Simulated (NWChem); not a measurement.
C3H4BFO; SMILES C=C1OCB1F

```xyz
10

C      1.3287    -1.6165     0.0000
C      0.3571    -0.6973     0.0000
O     -1.0206    -0.9670     0.0000
C     -1.4627     0.4434     0.0000
B      0.0783     0.8302     0.0000
F      0.7862     1.9416     0.0000
H      1.1159    -2.6818     0.0000
H      2.3666    -1.3026     0.0000
H     -2.0617     0.6589    -0.8924
H     -2.0617     0.6589     0.8924
```
Atoms are numbered in this order, from 1.

All runs: NWChem. Geometry: optimised at B3LYP/6-31G* (spherical d).

For level PBE/def2-TZVP:

* **highest occupied level (eV)**: -5.75
* **orbital gap (eV)**: 3.12

### Question
Estimate the same quantities for level PW6B95/def2-TZVP.

### Answer
The highest occupied level (eV) comes out as -7.07 and the orbital gap (eV) is 5.36.
